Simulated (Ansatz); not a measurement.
`[NH2][Ga]([SH])[Cl]` + H₂ → `[SH][GaH][Cl]` + NH₃ at 400 K and 1 bar (hydrogenolysis of a Ga–N bond).

Calculated with Ansatz (gas phase, PBE0-D4/def2-TZVP geometries, no zero-point term in ΔE). CCSD(T)/CBS adds triple-zeta CCSD(T) − MP2 to the extrapolated MP2 energy (def2 sets, frozen cores). This one scheme is used for every species. For Ga outer-core shells are correlated without core-valence functions, which leaves a few kJ/mol of doubt a bond. Scalar relativity is left out up to krypton. One conformer a species, not always the lowest.

```json
{"species": "`[NH2][Ga]([SH])[Cl]`", "CCSD(T)/CBS energy (Eh)": "-2838.12422", "H − E (kJ/mol)": "126.8", "S (J/(mol·K))": "390.7"}
{"species": "H₂", "CCSD(T)/CBS energy (Eh)": "-1.17544", "H − E (kJ/mol)": "38.0", "S (J/(mol·K))": "139.0"}
{"species": "`[SH][GaH][Cl]`", "CCSD(T)/CBS energy (Eh)": "-2782.78263", "H − E (kJ/mol)": "70.1", "S (J/(mol·K))": "337.2"}
{"species": "NH₃", "CCSD(T)/CBS energy (Eh)": "-56.50880", "H − E (kJ/mol)": "104.2", "S (J/(mol·K))": "203.1"}
```

H − E and S are ideal-gas, rigid-rotor, harmonic terms from PBE0-D4/def2-TZVP, for one conformer and one mirror image of each species. The MP2-based limit puts H₂ 0.8 mEh under its directly extrapolated value; such offsets cancel only in part. 1 Eh = 2625.50 kJ/mol, R = 8.31446 J/(mol·K).

Question: By hand: ΔE, ΔH, ΔS and ΔG.

Answer: ΔE = (-2782.78263) + (-56.50880) − (-2838.12422) − (-1.17544) = 0.00823 Eh = 21.6 kJ/mol. Δ(H − E) = 70.1 + 104.2 − 126.8 − 38.0 = 9.5, so ΔH = 31.1 kJ/mol. ΔS = 337.2 + 203.1 − 390.7 − 139.0 = 10.6 J/(mol·K). ΔG = 31.1 − 400 × (10.6)/1000 = 26.9 kJ/mol.

Question: By hand: the equilibrium constant, and the temperature at which ΔG would vanish if ΔH and ΔS stayed fixed.

Answer: log₁₀ K = −ΔG/(RT ln 10) = -3.5. ΔG = 0 at ΔH/ΔS = 2934 K, far beyond where these terms or the molecules hold.

The number of gas molecules stays the same, so ΔS is small and ΔH decides. A doubt of 5 kJ/mol in ΔE shifts log₁₀ K by 0.7 here. Other conformers and mirror images would add mixing entropy, several J/(mol·K) or more a flexible species. These are equilibria of isolated gas molecules and say nothing of rates. Largest T1 diagnostic: 0.012 (customary marks: 0.02 for closed shells, 0.045 for open ones).
